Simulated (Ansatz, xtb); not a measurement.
## CH5F2NSi: which of two isomers lies lower

Structure a: `NC[SiH](F)F`, a singlet. Structure b: `CN[SiH](F)F`, a singlet. Both are isolated molecules in the gas phase, relaxed with r2SCAN-D4/def2-SVP; the shapes shown needn't be the lowest conformers.

a (Å):

```yaml
atoms:
  - { symbol: C, position_ang: [0.2495, 1.0486, 0.0288] }
  - { symbol: F, position_ang: [-1.8269, -0.1104, 1.5243] }
  - { symbol: F, position_ang: [-2.4261, 0.8492, -0.8033] }
  - { symbol: N, position_ang: [0.5705, -0.2483, -0.5887] }
  - { symbol: Si, position_ang: [-1.5457, 1.1402, 0.5288] }
  - { symbol: H, position_ang: [0.3477, -1.0034, 0.0620] }
  - { symbol: H, position_ang: [-0.0293, -0.3999, -1.4014] }
  - { symbol: H, position_ang: [0.5031, 1.8615, -0.6755] }
  - { symbol: H, position_ang: [0.9089, 1.2115, 0.9006] }
  - { symbol: H, position_ang: [-2.0760, 2.3676, 1.1713] }
```

b (Å):

```yaml
atoms:
  - { symbol: C, position_ang: [-0.4714, -0.0271, 0.5445] }
  - { symbol: F, position_ang: [-0.6921, -2.0086, -2.9512] }
  - { symbol: F, position_ang: [-2.3995, -0.2556, -1.9341] }
  - { symbol: N, position_ang: [-0.1061, -0.7547, -0.6586] }
  - { symbol: Si, position_ang: [-0.8384, -0.5960, -2.1816] }
  - { symbol: H, position_ang: [0.2962, 0.7046, 0.8568] }
  - { symbol: H, position_ang: [-1.4074, 0.5237, 0.3689] }
  - { symbol: H, position_ang: [-0.6558, -0.7101, 1.3918] }
  - { symbol: H, position_ang: [0.6960, -1.3698, -0.5605] }
  - { symbol: H, position_ang: [-0.3417, 0.4341, -3.1183] }
```

Quicker runs give these differences E(b) − E(a): GFN2-xTB −1.210 eV; HF/STO-3G −0.693 eV (at GFN2-xTB geometries); r2SCAN-D4/def2-SVP//GFN2-xTB −0.792 eV.

Task: Estimate E(b) − E(a) at the level CCSD(T)/def2-SVP + ΔMP2/def2-TZVPP.

Result: Calculated at CCSD(T)/def2-SVP + ΔMP2/def2-TZVPP: E(b) − E(a) = −0.849 eV, so structure b lies lower.

How the difference moves with the method:

| level | geometry | E(b) − E(a) (eV) | departure from the last row (eV) | job, with rough time for the two |
| --- | --- | --- | --- | --- |
| GFN2-xTB | GFN2-xTB | −1.210 | −0.361 | optimisation, 0.16 s |
| HF/STO-3G | GFN2-xTB | −0.693 | +0.156 | single point, 0.24 s |
| r2SCAN-D4/def2-SVP//GFN2-xTB | GFN2-xTB | −0.792 | +0.056 | single point, 2.8 s |
| r2SCAN-D4/def2-SVP | r2SCAN-D4/def2-SVP | −0.779 | +0.070 | optimisation, 47 s |
| HF/def2-SVP | r2SCAN-D4/def2-SVP | −0.949 | −0.100 | part of the CCSD(T) run |
| MP2/def2-SVP | r2SCAN-D4/def2-SVP | −0.858 | −0.009 | part of the CCSD(T) run |
| CCSD(T)/def2-SVP | r2SCAN-D4/def2-SVP | −0.826 | +0.023 | single point |
| CCSD(T)/def2-SVP + ΔMP2/def2-TZVPP | r2SCAN-D4/def2-SVP | −0.849 |  | single point, 22 s |

As drawn, b has 1 N–Si, 1 C–H in place of 1 C–Si, 1 N–H.

None of the levels shown reverses the order. The largest departure from CCSD(T)/def2-SVP + ΔMP2/def2-TZVPP is that of GFN2-xTB, 0.361 eV. The last row adds to CCSD(T) the change of the MP2 difference between the two basis sets, here −0.023 eV.

With harmonic frequencies from r2SCAN-D4/def2-SVP (ideal gas, rigid rotor, one conformer each, 298.15 K, 1 atm): on the last row, ΔE + ΔZPE = −0.854 eV. A mode under 50 cm⁻¹ makes harmonic enthalpies and free energies unreliable, so none is given.

The correlated steps freeze 9 core orbitals. Run with Ansatz 0.2.0, xtb 6.7.1; the last row on 2 threads of Arm Neoverse V2 on a shared host.
